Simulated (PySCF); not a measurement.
Compound: C5H11Si2 (doublet state).
Z-matrix (Å and degrees, GFN2-xTB geometry), rows numbered from 1:
```
C 
C   1  1.3264
C   2  1.4988  1  122.62
C   2  1.4768  1  121.26  3   179.90
Si  4  1.8341  2  117.11  1   118.09
C   4  1.3613  2  120.82  1   -62.35
Si  6  1.8660  4  126.44  2    -2.60
H   1  1.0773  2  122.00  3    -0.13
H   1  1.0761  2  121.45  3   179.37
H   3  1.0873  2  111.07  1    -2.11
H   3  1.0901  2  110.69  1  -123.40
H   3  1.0901  2  109.56  1   118.13
H   5  1.4510  4  119.72  2  -173.49
H   5  1.4522  4  120.98  2   -11.92
H   6  1.0852  4  117.01  2   178.79
H   7  1.4701  6  111.99  4    88.30
H   7  1.4689  6  107.42  4  -153.48
H   7  1.4651  6  111.75  4   -33.79
```

The hyperfine couplings belong to this conformer and change with its torsions.

The species is `C(=C)(/C([SiH2])=C\[SiH3])C` [radical].

Level of theory: PySCF, UKS B3LYP, pcH-1 on C H Si, non-relativistic, mean-field spin-orbit, GIAO. Isolated species at its GFN2-xTB geometry (one conformer only). The geometry wasn't refined by DFT: couplings that depend on bond lengths, twists or pyramidal angles can differ widely from those at the functional's own minimum, by a factor of two or more for some ions and for spin on atoms past the first row. The frame is twisted about the C2–C4 bond at this geometry (dihedral C3–C2–C4–Si5 = -62°); couplings at other torsion angles weren't computed. No stability test was run, so a lower SCF solution isn't excluded.

Q: Match the computed a_iso(13C) values -27.9, +27.4, -5.4, +3.2 MHz with the sites C1; C2; C4; C6.

A: 
```csv
site,a_iso (MHz),ρ(0) (bohr⁻³),position,distance from Si5 (Å),spin population,largest |T| (MHz)
C1,-5.4,-0.0048,3 bonds from Si5,3.83,-0.01,0.7
C2,+3.2,+0.0029,2 bonds from Si5,2.83,+0.01,1.2
C4,-27.9,-0.0248,1 bond from Si5,1.83,-0.17,18.1
C6,+27.4,+0.0244,2 bonds from Si5,2.81,+0.31,46.9
```

Q: Match the computed a_iso(29Si) values -169.3, +16.5 MHz with the sites Si5; Si7.

A: 
| site | a_iso (MHz) | ρ(0) (bohr⁻³) | position | distance from Si5 (Å) | spin population | largest \|T\| (MHz) |
| --- | --- | --- | --- | --- | --- | --- |
| Si5 | -169.3 | +0.1917 | largest spin population | 0.00 | +0.94 | 171.0 |
| Si7 | +16.5 | -0.0186 | 3 bonds from Si5 | 4.60 | -0.01 | 1.0 |

ρ(0) is the spin density at the nucleus and T the dipolar tensor; a_iso includes a spin–orbit part; entries for several nuclei are means. The Mulliken spin populations are largest on Si5 (+0.94), C6 (+0.31) and C4 (-0.17). The positive populations add up to 1.28 and the negative ones to -0.28, together 2S = 1. The angles at Si5 add up to 357.5°, so it is nearly planar; its axial dipolar tensor and the negative couplings of its protons fit spin in a p orbital normal to that plane.

Nuclei that the bonding pattern makes equivalent are averaged, as if the motion that swaps them (rotation, inversion, ring flip) were fast. The three 1H nuclei of mean +13.1 MHz run from 4.6 to 23.3 MHz in the frozen geometry.

On an Arm Neoverse V1 with one thread, on a shared host, this took 1.8 min (grids of density and orbitals included) and 1.1 GiB of memory at its peak.
